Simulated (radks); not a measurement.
The tungsten ion W+, configuration [Xe] 4f14 5d4 6p1 (not the ground configuration). Method: scalar-relativistic Kohn-Sham, SCAN, spin-polarised, spherical densities, finite nucleus; open shells are filled with parallel spins first (spin-orbit coupling, left out, can overturn this in heavy ions); meta-GGA in the generalised Kohn-Sham scheme; Fermi nuclear charge, rms radius 5.3658 fm; computed with a radial shooting solver on a logarithmic mesh with Libxc functionals.

X-ray form factor f0, the Fourier transform of the density (f0(0) = 73):

| sin(theta)/lambda (1/angstrom) | f0 (electrons) |
|---|---|
| 0.05 | 71.977 |
| 0.1 | 69.395 |
| 0.15 | 66.093 |
| 0.2 | 62.567 |
| 0.25 | 59.018 |
| 0.3 | 55.551 |
| 0.4 | 49.141 |
| 0.5 | 43.606 |
| 0.6 | 38.888 |
| 0.8 | 31.301 |
| 1 | 25.572 |
| 1.25 | 20.580 |
| 1.5 | 17.441 |
| 2 | 13.807 |
